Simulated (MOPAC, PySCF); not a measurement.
C2H5Br3Si, SMILES `CC[Si](Br)(Br)Br` (C–C–Si–Br torsion 60°), neutral singlet in the gas phase. 

Z-matrix (Å, degrees):
```
C
H 1 1.1038
H 1 1.1038 2 106.56
C 1 1.5320 2 111.45 3 -121.78
H 4 1.1008 1 111.26 2 179.38
H 4 1.1008 5 107.74 1 -122.21
H 4 1.1010 5 107.84 6 -116.15
Si 1 1.8706 2 106.11 3 112.78
Br 8 2.2315 1 109.84 2 -56.55
Br 8 2.2343 1 110.18 2 -176.61
Br 8 2.2343 1 110.18 2 63.52
```
Charge 0, spin multiplicity 1.

All levels are single points at this geometry (B3LYP-D3(BJ)/def2-SVP); Pople sets use spherical d functions. Orbital energies aren't observables, and empty levels follow the basis.

HF/STO-3G in PySCF gives gap (eV) = 15.24.

Q: Estimate the gap (eV) from each of these levels: B3LYP-D3(BJ)/def2-TZVP in PySCF; B3LYP/3-21G in PySCF; B3LYP/6-311+G** (LANL2DZ on Br) in PySCF; B3LYP/6-31G* in PySCF; B3LYP/LANL2DZ in PySCF; M06-2X/6-31G* in PySCF; PBE/6-31G* in PySCF; SVWN5/6-31G* in PySCF; HF/6-31G* in PySCF; AM1 in MOPAC; PM6 in MOPAC; PM7 in MOPAC.

A: 
```json
[
 {"level": "B3LYP-D3(BJ)/def2-TZVP in PySCF", "gap (eV)": "6.86"},
 {"level": "B3LYP/3-21G in PySCF", "gap (eV)": "6.72"},
 {"level": "B3LYP/6-311+G** (LANL2DZ on Br) in PySCF", "gap (eV)": "6.78"},
 {"level": "B3LYP/6-31G* in PySCF", "gap (eV)": "6.76"},
 {"level": "B3LYP/LANL2DZ in PySCF", "gap (eV)": "6.60"},
 {"level": "M06-2X/6-31G* in PySCF", "gap (eV)": "9.24"},
 {"level": "PBE/6-31G* in PySCF", "gap (eV)": "5.11"},
 {"level": "SVWN5/6-31G* in PySCF", "gap (eV)": "5.01"},
 {"level": "HF/6-31G* in PySCF", "gap (eV)": "13.84"},
 {"level": "AM1 in MOPAC", "gap (eV)": "9.24"},
 {"level": "PM6 in MOPAC", "gap (eV)": "8.94"},
 {"level": "PM7 in MOPAC", "gap (eV)": "8.92"}
]
```
